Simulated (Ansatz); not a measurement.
Two isomers of C2H9NOSi2: A = `C=C[Si](N)(O)[SiH3]`, B = `C=C[SiH2]N[SiH2]O`.

Program: Ansatz. Geometries: PBE0-D4/def2-TZVP. ΔE: electronic, gas phase. CBS: MP2 limit from def2 TZ/QZ plus the TZ coupled-cluster correction, frozen cores. Functionals use def2-TZVPP. B3LYP here is the variant with VWN-RPA as its local correlation; programs differ in this. One conformer a species, not always the lowest.

(1) Which isomer does CCSD(T)/CBS put lower? Give the gap. (Best estimate.)

(2) Give E(B) − E(A) in kJ/mol with PBE-D4, r2SCAN-D4, B3LYP, CCSD/def2-TZVPP, HF/def2-TZVPP, B3LYP-D4, PBE0-D4. (Best estimate.)

Largest T1 diagnostic: 0.012.

Results:

(1) The calculation gave: B, by 57.2 kJ/mol.

(2) Ansatz gave: PBE-D4 -34.7, r2SCAN-D4 -49.6, B3LYP -51.3, CCSD/def2-TZVPP -58.7, HF/def2-TZVPP -71.3, B3LYP-D4 -52.6, PBE0-D4 -42.1. None reverses the order clearly.

From PBE to PBE0 (25 % exact exchange), in def2-TZVPP and without D4, E(B) − E(A) moves by −7.6 kJ/mol. In def2-TZVPP, CCSD(T) changes the Hartree–Fock value by +14.5 kJ/mol (the triples alone add +1.9 kJ/mol) and MP2 by +6.8 kJ/mol.
